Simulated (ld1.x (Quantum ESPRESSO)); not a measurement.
PBE TM dataset for lanthanum (La), scalar-relativistic all-electron reference.

```json
{"Element": "lanthanum (La)", "Generator": "ld1.x (Quantum ESPRESSO) 7.5", "Type": "norm-conserving Troullier–Martins (Kleinman–Bylander form)", "Functional": "PBE", "Relativity": "scalar-relativistic", "Frozen core": "[Xe]", "Valence charge": "3", "Reference configuration": "4f0 5d1 6s2 6p0", "Partial waves": "6p (bound, empty): rc 3.10 bohr; 5d (bound): rc 2.90 bohr; 4f (bound, empty): rc 1.34 bohr; 6s (bound): rc 3.18 bohr", "Local potential": "the s channel", "Core correction": "none"}
```

Poles of the logarithmic derivatives, all-electron (AE) and pseudo (PS). s: poles at 1.6 (AE) and 1.0, 3.1 (PS) Ry. p: poles at -1.6, 2.6 (AE) and 1.9 (PS) Ry. d: poles at 0.3, 4.3 (AE) and 0.3 (PS) Ry. f: poles at -0.3, 2.4 (AE) and -0.3, 4.8 (PS) Ry. Test radius 3.45 bohr.

* Cutoffs needed: 10 Ry and 15 Ry (the cutoffs (Ry, on a coarse ladder) from which the occupation-weighted sum of valence levels, in a spherical-Bessel basis at the reference potential, stays within 10 and 1 mRy of its value at 400 Ry) The cutoffs count occupied waves only; the empty 4f level needs 160 Ry at the loose tolerance.
* Ghost test: ghost state, extra bound levels that the all-electron valence spectrum of the same l lacks: p at -32.7 eV; a true bound ghost makes a file unfit for plane-wave use (spherical-Bessel basis up to 400 Ry, 20 bohr box)
* Configuration tests: 1 of 7 tests not solved or not reliable; not counted: 4f1 5d0 6s2 6p0 (all-electron atom not converged, printed error -1496 eV)
